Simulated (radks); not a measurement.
Results of a calculation; reference values are marked as such.
Problem. Mean orbital radii <r> (bohr) of neutral titanium, [Ar] 3d2 4s2, of relativity; Dirac values are averaged over j with weights 2j + 1. Spin-unpolarised spherical Kohn-Sham, PBEsol, point nucleus unless stated (finite: rms radius 3.5921 fm), a radial shooting solver on a logarithmic mesh with Libxc functionals. A level marked "c x" has the speed of light scaled by that factor and shares open shells by 2j + 1; other Dirac levels either fill j = l - 1/2 first or share by 2j + 1.

| shell | non-rel. |
|---|---|
| 1s | 0.07023 |
| 2s | 0.3279 |
| 2p | 0.2911 |
| 3s | 1.015 |
| 3p | 1.089 |
| 4s | 3.526 |
| 3d | 1.601 |

Give the values at the level "Dirac, 2j+1 shares, finite nucleus".

Solution. 
shell  Dirac, 2j+1 shares, finite nucleus  change of magnitude (%)
1s                                0.06964                    -0.83
2s                                 0.3251                    -0.86
2p                                 0.2901                    -0.35
3s                                  1.008                    -0.71
3p                                  1.087                    -0.21
4s                                  3.501                    -0.70
3d                                  1.617                    +0.99
